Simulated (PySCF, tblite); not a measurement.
Isomers of C7H14SSi. Level: GFN2-xTB in tblite, geometry and Hessian alike; calculated harmonic values, unscaled, isolated species. Against measured fundamentals such values can be off by several per cent, at times by over 20. Modes of hydrogen on silicon can be 10 to 20 % off. One conformer each.

Electronic energies: PBE0/pcSseg-1 single points on the GFN2-xTB geometries (PySCF, gas phase).

```csv
SMILES,"electronic energy, lowest = 0 (kJ/mol)"
[SiH3]S[C@@]12CCCC[C@@H]1C2,0.0
CC[C@@H]1C[C@]12C[C@@H]2S[SiH3],120.7
CC[C@@H]1C[C@]1([SiH3])C(C)=S,120.8
C=C[Si@@H]1C[C@@H]1SC(C)C,150.5
```

Task: How do GFN2-xTB zero-point energies change the relative energies?

Result: 
| SMILES | ZPE (kJ/mol) | of it from modes above 1550 cm⁻¹ | electronic (kJ/mol) | with ZPE, lowest = 0 (kJ/mol) | lowest mode (cm⁻¹) | rings |
| --- | --- | --- | --- | --- | --- | --- |
| [SiH3]S[C@@]12CCCC[C@@H]1C2 | 496.7 | 239.1 | 0.0 | 0.0 | 31 | 2 |
| CC[C@@H]1C[C@]12C[C@@H]2S[SiH3] | 486.8 | 251.2 | 120.7 | 110.8 | 40 | 2 |
| CC[C@@H]1C[C@]1([SiH3])C(C)=S | 485.3 | 240.1 | 120.8 | 109.4 | 40 | 1 |
| C=C[Si@@H]1C[C@@H]1SC(C)C | 490.2 | 259.9 | 150.5 | 144.0 | 29 | 1 |

The zero-point energies span 11.4 kJ/mol, from `CC[C@@H]1C[C@]1([SiH3])C(C)=S` to `[SiH3]S[C@@]12CCCC[C@@H]1C2`. The lowest isomer stays, but the order above it changes.

Task: And how do the electronic energies of GFN2-xTB itself compare?

Result: `[SiH3]S[C@@]12CCCC[C@@H]1C2` 0.0; `CC[C@@H]1C[C@]12C[C@@H]2S[SiH3]` 122.0; `CC[C@@H]1C[C@]1([SiH3])C(C)=S` 153.8; `C=C[Si@@H]1C[C@@H]1SC(C)C` 343.9 kJ/mol, lowest = 0. Against the energies above, taken from the same isomer `[SiH3]S[C@@]12CCCC[C@@H]1C2`, the largest difference is 193.4 kJ/mol.

Task: What do entropy and thermal enthalpy add at 298.15 K and 1 bar (rigid rotor, harmonic oscillator, one conformer each)?

Result: 
| SMILES | point group | symmetry number | S (J/(mol K)) | H − H(0) (kJ/mol) | ZPE + H − H(0) − TS (kJ/mol) |
| --- | --- | --- | --- | --- | --- |
| [SiH3]S[C@@]12CCCC[C@@H]1C2 | C1 | 1 | 424.9 | 30.18 | 400.2 |
| CC[C@@H]1C[C@]12C[C@@H]2S[SiH3] | C1 | 1 | 457.9 | 34.03 | 384.3 |
| CC[C@@H]1C[C@]1([SiH3])C(C)=S | C1 | 1 | 452.7 | 34.46 | 384.8 |
| C=C[Si@@H]1C[C@@H]1SC(C)C | C1 | 1 | 473.6 | 36.13 | 385.2 |
